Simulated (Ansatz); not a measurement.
Cost and result for the atomization energy of C3H7B (11 atoms, 12 bonds).

```tsv
atom	x (Å)	y (Å)	z (Å)
B1	0.0133	-0.7740	-0.5126
C2	-0.3384	-0.3511	1.1717
C3	0.4531	0.5615	0.4545
C4	0.0156	0.9722	-0.8156
H5	-1.0664	-1.0803	-0.9098
H6	0.9703	-1.4328	-0.7807
H7	0.1203	-0.8951	1.9869
H8	-1.4111	-0.2214	1.2294
H9	1.5224	0.5549	0.6406
H10	-1.0180	1.2486	-0.9781
H11	0.7389	1.4173	-1.4862
```

Charge 0, multiplicity 1. The bonds changed during the relaxation, so this is another structure than the one it started from. The geometry is a stationary point of PBE0-D4/def2-TZVP. It is one conformer, not always the lowest. Program: Ansatz. All runs use 2 threads of a server CPU on a shared host. Times are those of one run each, without the atoms' runs, and a repeat can differ threefold. Electronic energies, without spin–orbit coupling; frozen cores. CCSD(T)/CBS adds CCSD(T) − MP2 in def2-TZVPP to the MP2 limit, and its time is that of the two runs behind it. T1 = 0.010. HSE06 is the plane-wave form, built on full-range PBE exchange.

CCSD(T)/CBS is a level of theory with its own doubt, some kJ/mol a heavy atom from the limit and from the frozen cores, so smaller differences don't rank the functionals.

```json
{"level": "LDA (SPW92)/def2-TZVPP", "functions": "222", "wall time": "1.4 s"}
{"level": "BLYP-D4/def2-TZVPP", "functions": "222", "wall time": "2.6 s"}
{"level": "HSE06-D4/def2-TZVPP", "functions": "222", "wall time": "3.4 s"}
{"level": "BHLYP-D4/def2-TZVPP", "functions": "222", "wall time": "3.4 s"}
{"level": "CAM-B3LYP-D4/def2-TZVPP", "functions": "222", "wall time": "3.8 s"}
{"level": "CCSD(T)/def2-SVP", "functions": "91", "wall time": "3.9 s"}
{"level": "r2SCAN-D4/def2-TZVPP (with forces)", "functions": "222", "wall time": "6.5 s"}
{"level": "r2SCANh-D4/def2-TZVPP", "functions": "222", "wall time": "6.5 s"}
{"level": "ωB97X-V/def2-TZVPP", "functions": "222", "wall time": "9.5 s"}
{"level": "ωB97M-V/def2-TZVPP (with forces)", "functions": "222", "wall time": "14 s"}
{"level": "MP2/def2-QZVPP", "functions": "438", "wall time": "30 s"}
{"level": "CCSD(T)/def2-TZVPP", "functions": "222", "wall time": "98 s"}
{"level": "CCSD(T)/CBS(def2)", "functions": "–", "wall time": "2.1 min"}
```

Question: What atomization energy does each give, and how far from CCSD(T)/CBS? (Estimate.)

Answer: Computed: 
```
                             level  atomization (kcal/mol)  difference from CCSD(T)/CBS  per bond
            LDA (SPW92)/def2-TZVPP                  1175.7                        148.0      12.3
                BLYP-D4/def2-TZVPP                  1027.6                         -0.1       0.0
               HSE06-D4/def2-TZVPP                  1044.4                         16.7       1.4
               BHLYP-D4/def2-TZVPP                  1008.6                        -19.1      -1.6
           CAM-B3LYP-D4/def2-TZVPP                  1036.0                          8.3       0.7
                  CCSD(T)/def2-SVP                   991.5                        -36.2      -3.0
r2SCAN-D4/def2-TZVPP (with forces)                  1040.0                         12.3       1.0
             r2SCANh-D4/def2-TZVPP                  1035.9                          8.2       0.7
                ωB97X-V/def2-TZVPP                  1032.3                          4.6       0.4
  ωB97M-V/def2-TZVPP (with forces)                  1036.1                          8.4       0.7
                    MP2/def2-QZVPP                  1034.6                          6.9       0.6
                CCSD(T)/def2-TZVPP                  1007.0                        -20.7      -1.7
                 CCSD(T)/CBS(def2)                  1027.7                          0.0       0.0
```

In def2-TZVPP, CCSD(T) changes the Hartree–Fock value by +228.3 kcal/mol (the triples alone add +14.3 kcal/mol) and MP2 by +243.8 kcal/mol; breaking electron pairs costs correlation energy, which Hartree–Fock lacks. From PBE to PBE0 (25 % exact exchange), in def2-TZVPP and without D4, the atomization energy moves by −12.3 kcal/mol: exact exchange takes away binding that semilocal exchange gives to molecules. At CCSD(T), def2-SVP lies −36.2 kcal/mol from the extrapolated value and def2-TZVPP −20.7 kcal/mol: correlation converges slowly with the basis, and small sets miss more of it in the bonded molecule than in its fragments.
